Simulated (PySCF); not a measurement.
Spectrum to structure. The calculation used PySCF, TDDFT wB97X-D/def2-SVPD, vertical, gas phase, core orbitals frozen in the response. Geometries: PBE0-D3(BJ)/def2-SVP, one conformer each.

```tsv
state	λ (nm)	f
S1	177.2	0.0089
S2	173.3	0.228
S3	171.1	0.0015
S4	166.2	0.0003
S5	164.4	0.0015
S6	156.5	0.017
S7	156.0	0.0041
S8	153.9	0.0043
S9	153.4	0.024
S10	152.7	0.013
```

**Question.** Which candidate is it? All have the formula C5H10OSi.
A. `O([SiH2]C)/C=C/C=C`
B. `C(C#CC)[SiH2]OC`
C. `CC#C[Si@@H](O)CC`
D. `CO[SiH]1CC=CC1`

**Answer.** D. Its S1, at 7.00 eV, is the highest among the candidates; the nearest of the others has S1 at 6.43 eV. S1 is HOMO→LUMO+2 (67%), HOMO→LUMO+1 (20%). Löwdin shares by element: HOMO carbon 84% or more (atoms not listed hold the other 16%); LUMO carbon 65% or more (atoms not listed hold the other 35%). At the same level the other candidates give, for their lowest levels:
- `CC#C[Si@@H](O)CC`: 212 nm (f 0.000); 201 nm (f 0.001); 198 nm (f 0.001); 169 nm (f 0.008); 167 nm (f 0.025); T1 4.97 eV; HOMO -9.42, LUMO 1.63 eV
- `CC#CC[SiH2]OC`: 193 nm (f 0.000); 188 nm (f 0.020); 185 nm (f 0.001); 182 nm (f 0.002); 177 nm (f 0.010); T1 5.40 eV; HOMO -8.84, LUMO 2.12 eV
- `C=C/C=C/O[SiH2]C`: 224 nm (f 0.965); 203 nm (f 0.002); 190 nm (f 0.000); 185 nm (f 0.007); 179 nm (f 0.002); T1 3.13 eV; HOMO -7.78, LUMO 1.28 eV
Triplets come from the Tamm–Dancoff approximation.
